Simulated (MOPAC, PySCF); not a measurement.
Donor–acceptor adduct: BF3 (SMILES FB(F)F) (first 4 atoms) with CH5N (SMILES CN); geometry from B3LYP-D3(BJ)/def2-TZVP, rigid monomers moved along the line of their centres of mass till B2···N6 is 1.91 Å.
(charge 0, multiplicity 1):
| atom | x (Å) | y (Å) | z (Å) |
|---|---|---|---|
| F | -0.5551 | -1.0157 | 0.5712 |
| B | -0.0672 | 0.2150 | 0.9459 |
| F | -0.7961 | 1.2763 | 0.4588 |
| F | 1.2921 | 0.3496 | 0.7814 |
| C | 0.3934 | -0.8139 | 3.6139 |
| N | -0.3049 | 0.2441 | 2.8451 |
| H | 1.4587 | -0.7294 | 3.4178 |
| H | 0.0443 | -1.7793 | 3.2576 |
| H | 0.1996 | -0.7158 | 4.6810 |
| H | -0.0037 | 1.1670 | 3.1495 |
| H | -1.3092 | 0.1972 | 3.0008 |

Monomers are frozen at their geometry in the pair; levels with a basis set take the counterpoise correction. Rows marked so take none.

Rows in 3-21G carry no dispersion term and start afresh at each structure. The state that AM1, PM3 reach isn't checked.

Codes used: MOPAC for AM1, PM3 (differences of heats of formation); PySCF for 3-21G rows. 

### Question
Give the interaction energy at the level PM3.

### Answer
-60.6 kcal/mol

### Question
Estimate the interaction energy that HF/3-21G (no counterpoise) returns for this input.

### Answer
-63.2 kcal/mol

### Question
Predict the interaction energy from AM1.

### Answer
-29.9 kcal/mol
